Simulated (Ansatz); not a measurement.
`[SiH2]1[S][GeH2]1`, 7 atoms. Total charge 0; spin multiplicity 1. Correlated methods include outer-core shells of Ge, which these sets cover unevenly. Scalar relativity is left out up to krypton. All runs use 2 threads of an Arm Neoverse V1 on a shared host. Correlated methods freeze the cores.

Q: Give the basis size and wall time and peak host memory of each of these runs in Ansatz. RKS B97M-V/def2-TZVPP energy; RHF-CCSD(T)/def2-TZVPP energy; RKS CAM-B3LYP-D4/def2-TZVPP energy; RKS PBE0-D4/def2-TZVP frequencies; RKS PBE0-D4/def2-TZVPP energy; RKS ωB97X-V/def2-TZVPP energy; RKS PBE0-D4/def2-QZVPP energy; RKS PBE0-D4/def2-SVP energy; RKS PBE0-D4/def2-TZVP relaxation (4 steps); direct RPA on PBE orbitals/def2-TZVPP energy; RHF-CCSD(T)/def2-SVP energy; RHF-MP2/def2-QZVPP energy. (Best estimate.)

A: Computed: Other jobs shared the machine, so times are rough.

| level | job | functions | wall time | peak host memory (GiB) |
| --- | --- | --- | --- | --- |
| RKS PBE0-D4/def2-SVP | energy | 88 | 1.6 s | 0.37 |
| RHF-CCSD(T)/def2-SVP | energy | 88 | 3.5 s | 0.37 |
| RKS PBE0-D4/def2-TZVPP | energy | 188 | 4.4 s | 0.5 |
| direct RPA on PBE orbitals/def2-TZVPP | energy | 188 | 4.8 s | 0.37 |
| RKS CAM-B3LYP-D4/def2-TZVPP | energy | 188 | 5.5 s | 0.55 |
| RKS B97M-V/def2-TZVPP | energy | 188 | 12 s | 0.29 |
| RKS ωB97X-V/def2-TZVPP | energy | 188 | 12 s | 0.6 |
| RKS PBE0-D4/def2-QZVPP | energy | 349 | 14 s | 1.2 |
| RKS PBE0-D4/def2-TZVP | relaxation (4 steps) | 146 | 18 s | 0.36 |
| RHF-MP2/def2-QZVPP | energy | 349 | 25 s | 1.4 |
| RHF-CCSD(T)/def2-TZVPP | energy | 188 | 69 s | 1.8 |
| RKS PBE0-D4/def2-TZVP | frequencies | 146 | 100 s | 0.37 |
